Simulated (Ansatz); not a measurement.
Input file for Ansatz (a program for electronic structure): U-B3LYP/cc-pVTZ on CH6BeGe (SMILES [CH3][Be][GeH3]), a point of a bond scan (R = 2.520 Å).

Ansatz 0.2 input:
```yaml
crystal:
  periodic: [false, false, false]
  atoms:
    - {symbol: Be, position_ang: [-0.18384765, 1.04916504, -0.75458802]}
    - {symbol: C, position_ang: [-0.41926256, 2.39260940, -1.72082973]}
    - {symbol: H, position_ang: [-2.27666420, 3.86068353, -0.85859554]}
    - {symbol: H, position_ang: [-0.68259427, 2.11781029, -2.74808870]}
    - {symbol: H, position_ang: [0.47837929, 3.01783564, -1.77956966]}
    - {symbol: Ge, position_ang: [0.12640089, -0.72133305, 0.51880234]}
    - {symbol: H, position_ang: [0.98119774, -1.81784029, -0.15781112]}
    - {symbol: H, position_ang: [0.84789286, -0.39872335, 1.84778085]}
    - {symbol: H, position_ang: [-1.19190946, -1.41964363, 0.92528940]}
basis:
  gaussian:
    orbitals: cc-pVTZ
hamiltonian:
  xc: {name: B3LYP}
magnetization: {spin_polarized: true, initial_magnetization: 0}
```

The head of its log:

```
WARN ansatz: RAYON_NUM_THREADS=1 ignored (pool sized by the plan → 1); use --threads N
Functional definition: B3LYP
integrals: 0.09 GiB planned
1100 factors; their error is unknown
mean field: 1.08 GiB planned
mean field evaluation 1: about -58037.9207 eV, gradient 4.7e1 eV
mean field evaluation 2: about -58009.5765 eV, gradient 6.8e1 eV
```

Q: What total energy does the run end on?

A: -2133.4129 hartree. Its determinant has ⟨S²⟩ = 0.71, a mixture of spin states.
